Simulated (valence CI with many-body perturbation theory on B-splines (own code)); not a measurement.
Results of a calculation; reference values are marked as such.
K⁵⁺ in three bases

Level of theory: configuration interaction combined with many-body perturbation theory (CI+MBPT): four valence electrons over a frozen Dirac-Fock core [Ne], radial functions for each j: 9 s, 9 p, 8 d, 6 f, 3 g, 1 h, with the one-electron correlation potential Σ1 (screened to all orders), the two-electron term Σ2, the three-electron term Σ3, Breit, model QED; selected single and double excitations, second order for the rest, scaled by the run's own slope (own B-spline code, finite nucleus).

Set against measurement, 21 paired levels are off by 144 cm⁻¹ on average, the worst by 498. These come from a selection out of Sansonetti, J. Phys. Chem. Ref. Data 37, 7 (2008). Levels without a partner in it may be off by more.

The reference run has the lowest level 3s2.3p2 3P_0 and an ionisation energy of 99.4520 eV. Its largest variational space holds 20140 state functions.

Names give the largest LS component (configuration and term), which can be under half, so a name can repeat, a term be missing and a line seem to break the LS rules; names also repeat where a configuration has a term twice.

Changed runs:
A. basis 6 s, 6 p, 5 d, 3 f, 1 g
B. basis 5 s, 5 p, 4 d, 2 f

Excitation energies of the reference run in cm⁻¹, and shifts in cm⁻¹:

```tsv
Level	Reference	A	B
3s2.3p2 3P_1	1134	-1.6	-3.4
3s2.3p2 3P_2	2932	-1.5	-1.6
3s2.3p2 1D_2	19104	+108	+409
3s2.3p2 1S_0	43603	+155	+532
3s.3p3 5S°_2	99750	-161	-491
3s.3p3 3D°_1	140675	+0.9	+56
3s.3p3 3D°_2	140731	+0.9	+57
3s.3p3 3D°_3	140934	+1.4	+57
3s.3p3 3P°_0	163477	+65	+284
3s.3p3 3P°_1	163493	+64	+283
3s.3p3 3P°_2	163494	+63	+279
3s.3p3 1D°_2	178823	+52	+123
Ionisation energy (eV)	99.4520	-0.0163	-0.0451
```
